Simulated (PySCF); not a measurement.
$^{31}$P chemical shifts

No solvent model, non-relativistic, one conformer, rapidly exchanging positions averaged. σ from GIAO-PBE0/pcSseg-1; geometry: GFN2-xTB; PySCF.

Shieldings were converted by a linear fit to measured shifts: $^{31}$P: δ = 270.09 − 0.828σ (rms 18.1 ppm, 64 shifts vs H3PO4, solution or neat liquid). A few per cent of atoms miss by over 2 rms, more outside the fitted compound classes.

Give the $^{31}$P shifts of `C=CC[P@@](=O)(O)C=C`, `CC[P@@](C)(=O)P(C)C`, `COC1=CCC[P@H]1=O`, `CC[P@@](C)(=O)CCP`, `FC(F)(F)c1ccpc(Cl)p1`, `CCC[P@H](=O)CCP`.

Answers


```
                                                            compound                                           environment  δ (ppm)
                                                 C=CC[P@@](=O)(O)C=C                         phosphorus bonded to 2 C, 2 O     27.7
         [CH3:1][CH2:2][P@@:3]([CH3:4])(=[O:5])[P:6]([CH3:7])[CH3:8]                    P3: phosphorus bonded to 2 C, O, P     35.1
         [CH3:1][CH2:2][P@@:3]([CH3:4])(=[O:5])[P:6]([CH3:7])[CH3:8]                       P6: phosphorus bonded to 2 C, P    -73.9
                                                    COC1=CCC[P@H]1=O  phosphorus bonded to 2 C, O, H, in a 5-membered ring      7.1
         [CH3:1][CH2:2][P@@:3]([CH3:4])(=[O:5])[CH2:6][CH2:7][PH2:8]                       P3: phosphorus bonded to 3 C, O     18.1
         [CH3:1][CH2:2][P@@:3]([CH3:4])(=[O:5])[CH2:6][CH2:7][PH2:8]                       P8: phosphorus bonded to C, 2 H   -139.8
[F:1][C:2]([F:3])([F:4])[c:5]1[cH:6][cH:7][p:8][c:9]([Cl:10])[p:11]1    P8: phosphorus bonded to 2 C, in a 6-membered ring    234.1
[F:1][C:2]([F:3])([F:4])[c:5]1[cH:6][cH:7][p:8][c:9]([Cl:10])[p:11]1   P11: phosphorus bonded to 2 C, in a 6-membered ring    214.3
           [CH3:1][CH2:2][CH2:3][P@H:4](=[O:5])[CH2:6][CH2:7][PH2:8]                    P4: phosphorus bonded to 2 C, O, H     -5.5
           [CH3:1][CH2:2][CH2:3][P@H:4](=[O:5])[CH2:6][CH2:7][PH2:8]                       P8: phosphorus bonded to C, 2 H   -151.7
```
